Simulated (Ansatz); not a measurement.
Input file for Ansatz (a quantum-chemistry and plane-wave program): U-CCSD(T)/cc-pVDZ on GaH3 (SMILES [GaH3]), a point of a bond scan (R = 2.119 Å). The run froze 14 orbitals, filled d shells among them.

Ansatz 0.2 input:
```yaml
crystal:
  periodic: [false, false, false]
  atoms:
    - {symbol: Ga, position_ang: [-0.00000000, 0.00000000, -0.00000000]}
    - {symbol: H, position_ang: [2.11400146, -0.14715186, -0.02768106]}
    - {symbol: H, position_ang: [-0.87742328, -1.30173746, 0.00609279]}
    - {symbol: H, position_ang: [-0.68850373, 1.41073884, 0.01441170]}
basis:
  gaussian:
    orbitals: cc-pVDZ
correlation: {method: ccsd_t, electrons: outside_noble_gas}
scf: {omitted_lower_state_checks: [cluster_reference]}
magnetization: {spin_polarized: true, initial_magnetization: 0}
```

Output:

```
WARN ansatz: RAYON_NUM_THREADS=2 ignored (pool sized by the plan → 2); use --threads N
Functional definition: HF
these checks for a lower state are left out or cut short: cluster_reference
integrals: 0.02 GiB planned
450 factors; integrals over basis functions are off by at most 1.4e-3 eV
mean field: 0.11 GiB planned
mean field evaluation 1: about -52378.3254 eV, gradient 6.2e0 eV
mean field evaluation 2: about -52378.3313 eV, gradient 6.2e0 eV
mean field evaluation 4: about -52378.7948 eV, gradient 4.3e-1 eV
mean field evaluation 8: about -52378.7965 eV, gradient 4.4e-5 eV
mean field evaluation 16: about -52378.4966 eV, gradient 1.9e0 eV
mean field -52378.79647530 eV, -1924.8852668439 hartree, gradient 1.5e-6 eV, S^2 0.000000; 2 other end points of the search recorded, 0 dependent functions left out
14 core orbitals not correlated
reference -52378.79647530 eV, -1924.8852668439 hartree; 3, 3 occupied and 25, 25 virtual orbitals, 450 factors
second order -2.11336036 eV of doubles, -0.00000000 eV of singles
coupled cluster: 0.07 GiB planned
cycle   1  -2.59716024 eV  change   -4.8e-1 eV  update   6.1e-2
cycle   2  -2.82644036 eV  change   -2.3e-1 eV  update   2.6e-2
cycle   3  -2.83399288 eV  change   -7.6e-3 eV  update   6.5e-3
cycle   4  -2.83461431 eV  change   -6.2e-4 eV  update   1.6e-3
cycle   5  -2.83429082 eV  change    3.2e-4 eV  update   5.6e-4
cycle   6  -2.83414256 eV  change    1.5e-4 eV  update   1.5e-4
cycle   7  -2.83422415 eV  change   -8.2e-5 eV  update   4.5e-5
cycle   8  -2.83422749 eV  change   -3.3e-6 eV  update   1.6e-5
cycle   9  -2.83421927 eV  change    8.2e-6 eV  update   4.0e-6
cycle  10  -2.83422136 eV  change   -2.1e-6 eV  update   7.4e-7
perturbative correction -0.04441380 eV, -0.0016321771 hartree
Total energy: -52381.67511046 eV, -1924.9910547349 hartree
Checks for a lower state left out: cluster_reference
```

The calculation finished and met its thresholds.

Cost: around 1.0 core-seconds (rough).
